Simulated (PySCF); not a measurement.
Compound: C2H6BrOPSi.
Cartesian coordinates in Å at the PBE0-D3(BJ)/def2-SVP level; atoms count from 1:
```xyz
12
C2H6BrOPSi angstrom
C     -2.540   -0.721   -0.338
C     -1.487    0.078   -0.159
O     -0.185   -0.292   -0.121
Si     0.469   -1.824    0.014
P      2.683   -1.665    0.306
Br     0.131   -2.988   -1.854
H     -2.446   -1.797   -0.503
H     -3.541   -0.287   -0.343
H     -1.597    1.159   -0.024
H     -0.213   -2.548    1.121
H      2.544   -0.586    1.234
H      2.813   -0.802   -0.824
```

The calculation used core-valence-separated Tamm–Dancoff BHandHLYP/aug-pcX-1 (pcseg-1 on H, def2-SVPD on Br, def2-SVPD on Si, def2-SVPD on P) in PySCF, non-relativistic, gas phase, PBE0-D3(BJ)/def2-SVP geometry. No empirical shift is added; at this level the pattern usually sits a few eV under experiment.

The lowest roots of each edge with f over 0.003 (five at most, numbered afresh; weaker and dark ones are left out), with transition dipoles (au) in the frame of the coordinates:

| root | edge | E (eV) | μx | μy | μz |
| --- | --- | --- | --- | --- | --- |
| 1 | C | 282.92 | -0.0055 | -0.0138 | 0.0872 |
| 2 | C | 284.38 | 0.0083 | 0.0130 | -0.1000 |
| 3 | C | 285.63 | 0.0382 | 0.0045 | 0.0022 |
| 4 | C | 286.03 | -0.0177 | 0.0512 | 0.0066 |
| 5 | C | 286.86 | -0.0136 | 0.0152 | -0.0153 |
| 6 | O | 533.23 | 0.0025 | -0.0340 | -0.0107 |
| 7 | O | 533.58 | 0.0022 | 0.0068 | -0.0331 |
| 8 | O | 533.95 | -0.0015 | -0.0045 | -0.0163 |
| 9 | O | 534.95 | 0.0033 | 0.0169 | -0.0106 |

Question: What are the oscillator strengths?

Answer: f = (2/3) ΔE |μ|², with ΔE in hartree (27.2114 eV):

| root | ΔE (Eh) | \|μ\|² (au) | f | core hole on |
| --- | --- | --- | --- | --- |
| 1 | 10.3971 | 0.007825 | 0.054 | C1 |
| 2 | 10.4508 | 0.010238 | 0.071 | C2 |
| 3 | 10.4969 | 0.001484 | 0.010 | C1 |
| 4 | 10.5114 | 0.002978 | 0.021 | C1 |
| 5 | 10.5420 | 0.000650 | 0.005 | C1 |
| 6 | 19.5957 | 0.001277 | 0.017 | O3 |
| 7 | 19.6085 | 0.001147 | 0.015 | O3 |
| 8 | 19.6223 | 0.000288 | 0.004 | O3 |
| 9 | 19.6589 | 0.000409 | 0.005 | O3 |

Question: Molecules are fixed in this frame and the field points along x. What effective strengths 3 f cos²θ do the roots have (θ between field and μ)?

Answer: root 1 (C1): 0.001, root 2 (C2): 0.001, root 3 (C1): 0.031, root 4 (C1): 0.007, root 5 (C1): 0.004, root 6 (O3): 0.000, root 7 (O3): 0.000, root 8 (O3): 0.000, root 9 (O3): 0.000. Root 3 is the strongest. Averaged over all orientations cos²θ is 1/3, which gives f back.

 Relativistic effects, spin–orbit coupling among them, are left out although an element past zinc is present.

One conformer stands for the species.
